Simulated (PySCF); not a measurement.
Input for PySCF: R-B3LYP/3-21G on H5NSiSn (SMILES [NH2][Sn][SiH3]), a point of a torsion scan.

```python
from pyscf import gto, scf, dft, mp
from pyscf.data.elements import chemcore

mol = gto.M(
    atom='''
    N     1.96023313    0.04281621    0.01372099
    Sn    0.50414907   -0.30601784    1.52338920
    Si   -1.37552541    0.90202281    0.13909442
    H     2.76589771    0.58832898    0.29742275
    H     2.34172665   -0.77768056   -0.44158005
    H    -1.19804363    2.36250051    0.01214681
    H    -1.54547289    0.45420927   -1.25513704
    H    -2.75700825    0.81000153    0.66510548
    ''',
    basis='3-21g',
    charge=0, spin=0, verbose=3, max_memory=1800)
mf = dft.RKS(mol, xc='b3lyp')
mf.conv_tol = 1e-8
mf.max_cycle = 100
mf.kernel()
if not mf.converged:
    mf = mf.newton().run(mf.mo_coeff, mf.mo_occ)
```

The log:

```
converged SCF energy = -6344.22838160186
```

The run converged.

Cost: around 19 core-seconds (rough).
